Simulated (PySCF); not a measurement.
## Be (beryllium, neutral) across methods

[He] 2s1 2p1, high-spin 3P determinant (an excited configuration). Computed with PySCF 2.14 in x2c-QZVPPall (7s4p2d1f, 36 functions), with the spin-free X2C one-electron Hamiltonian (Gaussian nucleus).

| method | E (hartree) | mean ε 1s β (eV) | mean ε 2s α (eV) | mean ε 2p α (eV) | Σ⟨r²⟩ (bohr²) | ⟨S²⟩ |
| --- | --- | --- | --- | --- | --- | --- |
| r2SCAN | -14.5732 | -108.83 | -6.835 | -3.265 | 18.30 | 2.000 |
| BHandHLYP | -14.5759 | -118.14 | -8.559 | -4.796 | 18.21 | 2.000 |
| LDA | -14.3613 | -105.25 | -6.561 | -3.062 | 18.86 | 2.000 |
| PW91 | -14.5654 | -106.71 | -6.605 | -3.152 | 18.45 | 2.000 |
| HSE06 | -14.5576 | -111.76 | -7.286 | -3.670 | 18.34 | 2.000 |
| r2SCANh | -14.5731 | -110.84 | -7.246 | -3.610 | 18.27 | 2.000 |
| PBE0 | -14.5551 | -112.18 | -7.711 | -4.057 | 18.33 | 2.000 |
| UHF | -14.51607 | -128.55 | -10.783 | -6.688 | 18.28 | 2.000 |
| PBE | -14.5477 | -106.49 | -6.580 | -3.116 | 18.51 | 2.000 |
